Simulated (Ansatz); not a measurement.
Consider the cleavage of the In–Si bond: `[SiH3][In]([Cl])[Cl]` + `O[SiH3]` → `[SiH3][O][In]([Cl])[Cl]` + SiH₄.

Computed with Ansatz on PBE0-D4/def2-TZVP structures; ΔE is electronic, products minus reactants. CBS: MP2 limit from def2 TZ/QZ plus the TZ coupled-cluster correction, frozen cores. This one scheme is used for every species. Functionals use def2-TZVPP. HSE06 is defined as in plane-wave codes. Elements past krypton have def2 core potentials. For In outer-core shells are correlated without core-valence functions, which leaves a few kJ/mol of doubt a bond. One conformer a species, not always the lowest.

CCSD(T)/CBS gives +0.10 eV.

**Question.** Another level gave +0.13 eV. Which?
A. CAM-B3LYP-D4/def2-TZVPP
B. r2SCAN0-D4/def2-TZVPP
C. BLYP-D4/def2-TZVPP
D. HSE06-D4/def2-TZVPP

**Answer.** A. CAM-B3LYP-D4 0.13, r2SCAN0-D4 0.24, BLYP-D4 0.19, HSE06-D4 0.31 eV.

Largest T1 diagnostic among the species: 0.014.

At CCSD(T), def2-SVP lies −0.13 eV from the extrapolated value and def2-TZVPP −0.01 eV. In def2-TZVPP, CCSD(T) changes the Hartree–Fock value by +0.09 eV (the triples alone add −0.01 eV) and MP2 by +0.10 eV. From BLYP to BHLYP (50 % exact exchange), in def2-TZVPP and without D4, ΔE moves by −0.07 eV.
